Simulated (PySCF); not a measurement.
## How methods differ on the ionisation energy of Ho(55+)

Ho(55+) [Ne] 3s2 (1S) → Ho(56+) [Ne] 3s1 (2S), as a difference of total energies. All numbers are calculated (PySCF 2.14, the spin-free X2C one-electron Hamiltonian (Gaussian nucleus), in an uncontracted even-tempered set (17 s from 14 bohr⁻², ratio 2.5; 12 p from 18 bohr⁻², ratio 2.5; 4 d from 67 bohr⁻², ratio 2.7; 4 f from 100 bohr⁻², ratio 2.7)). Correlated levels: outer shells: 1s2 frozen; virtual orbitals above 40 to 60 times the deepest correlated orbital energy dropped. The calculations carry no spin-orbit coupling.

```tsv
method	ionisation energy (eV)
UHF	5496.0
LDA	5500.8
PBE	5504.6
PBE0	5502.7
r2SCAN	5495.6
r2SCANh	5495.8
BLYP	5503.8
MP2 (outer shells)	5499.5
SCS-MP2 (outer shells)	5499.9
```

**Question.** How much does correlation contribute at MP2 (outer shells)?

**Answer.** 5499.5 − (5496.0) = 3.5 eV, measured against UHF.

Breit and QED terms and the two-electron picture change are absent.

For comparison: 5494 ± 5 eV (theoretical estimate listed by NIST; NIST Atomic Spectra Database, ionization energies).
